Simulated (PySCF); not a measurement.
C₆ coefficients of unlike pairs at wB97X-V

Calculated with PySCF 2.14 from the dipole response of each species, C₆(A,B) = (3/π) ∫ α_A(iu) α_B(iu) du, in atomic units, from isotropic polarisabilities. For ions this is the dispersion term alone; charge-induced terms of lower order in 1/R come first.

```tsv
species	configuration	basis	relativity	α (bohr³)	C₆ (like pair)
Re⁺	[Xe] 4f14 5d5 6s1 (7S)	aug-cc-pVTZ-PP with ECP60MDF (6s6p5d3f2g)	core potential	34.11	289.4
Ag³⁺	[Kr] 4d8 (3F)	def2-QZVPPD with the def2 core potential (28 electrons) (7s5p4d4f2g)	core potential	3.982	17.76
Re³⁺	[Xe] 4f14 5d4 (5D)	aug-cc-pVTZ-PP with ECP60MDF (6s6p5d3f2g)	core potential	7.283	37.76
As²⁺	[Ar] 3d10 4s2 4p1 (2P)	def2-QZVPPD (12s7p5d4f1g)	none	10.75	48.01
```

(1) Estimate C₆ for As²⁺ with Re³⁺.

No spin-orbit coupling is included.

The other pairs:

| pair | C₆ |
| --- | --- |
| Re³⁺, Re⁺ | 95.88 |
| Ag³⁺, Re⁺ | 60.49 |
| Re³⁺, Ag³⁺ | 25.49 |
| As²⁺, Re⁺ | 115.9 |
| As²⁺, Ag³⁺ | 26.45 |

## Answers

(1) The integral gives 41.04. The combination rule 2 C_A C_B / (C_A α_B/α_A + C_B α_A/α_B) gives 41.08 and the geometric mean 42.58.
